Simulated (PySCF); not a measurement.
Work out the structure from these simulated measurements.

Elements present: Al, C and H. Monoisotopic mass: 152.1146 u.

| Property | Result |
| --- | --- |
| 1H NMR | chemical shifts (computed TMS as zero) by class: 5.20 (1 H), 2.03 (1 H), 1.72 (1 H), 1.59 (1 H), 1.51 (1 H), 1.44 (1 H), 1.39 (1 H), 1.34 (1 H), 0.71 (1 H), 0.62 (1 H), 0.61 (1 H), 0.43 (1 H), 0.40 (1 H), 0.40 (1 H), 0.24 (1 H), -0.27 (1 H), -0.80 (1 H) ppm [GIAO HF/pcSseg-1] |
| NMR, other nuclei | isotropic shieldings of nuclei other than C and H, by class: 304 (1 Al) ppm [GIAO HF/pcSseg-1] |
| 13C NMR | chemical shifts (computed TMS as zero) by class: 46.6 (1 C), 41.8 (1 C), 31.3 (1 C), 31.0 (1 C), 30.9 (1 C), 23.3 (1 C), 21.3 (1 C), 13.8 (1 C), 8.0 (1 C) ppm [GIAO HF/pcSseg-1] |
| Rotational structure | rotational constants A, B, C: 2.853, 0.581, 0.502 GHz [PBE0-D3(BJ)/def2-SVP] |
| Dipole | 0.21 D [HF/pcSseg-1] |

The electronic properties come from PySCF, for the isolated species, density fitting. Levels stand in brackets. Isolated species at its PBE0-D3(BJ)/def2-SVP geometry (one conformer only). NMR classes are plain means over equivalent atoms (diastereotopic ones count apart unless rotation or inversion swaps them), as if these changed places fast.

Question: Which formula fits the mass and the elements?

Answer: C9H17Al (calculated 152.1146). No other formula that holds each of these elements comes within 0.0003 u with a fitting electron parity and a possible valence count.

Question: What is the compound? Reason from the data.

Answer: Numbering: `[CH2:1]1[CH2:2][CH2:3][CH:4]([C@H:5]2[CH2:6][CH2:7][AlH:8][CH2:9]2)[CH2:10]1`. 9 carbons fall into 9 classes; from least to most shielded: sp3 CH carbon [C4] (46.6 ppm), sp3 CH carbon [C5] (41.8 ppm), ring CH2 carbon [C3] (31.3 ppm), ring CH2 carbon [C10] (31.0 ppm), ring CH2 carbon [C6] (30.9 ppm), ring CH2 carbon [C1] (23.3 ppm), ring CH2 carbon [C2] (21.3 ppm), ring CH2 carbon [C9] (13.8 ppm), ring CH2 carbon [C7] (8.0 ppm). Hydrogen classes from least to most shielded: 1 H on an aluminium bonded to 2 C and H, Al8 (5.20 ppm), 1 H on a ring CH2 carbon, C6 (2.03 ppm), 1 H on a ring CH2 carbon, C3 (1.72 ppm), 1 H on a ring CH2 carbon, C10 (1.59 ppm), 1 H on a ring CH2 carbon, C1 (1.51 ppm), 1 H on a ring CH2 carbon, C2 (1.44 ppm), 1 H on a ring CH2 carbon, C2 (1.39 ppm), 1 H on a ring CH2 carbon, C1 (1.34 ppm), 1 H on a ring CH2 carbon, C3 (0.71 ppm), 1 H on an sp3 CH carbon, C4 (0.62 ppm), 1 H on a ring CH2 carbon, C10 (0.61 ppm), 1 H on a ring CH2 carbon, C6 (0.43 ppm); 5 more classes are left out. The other shieldings belong to: 304 ppm, aluminium bonded to 2 C and H [Al8]. The optimised geometry has point group C1 and is an asymmetric top. Structure: `C1C([C@@H]2[CH2][AlH][CH2]C2)CCC1`. The assignments are read from this structure; whether some other isomer fits the data as well wasn't checked. The mirror image fits equally.
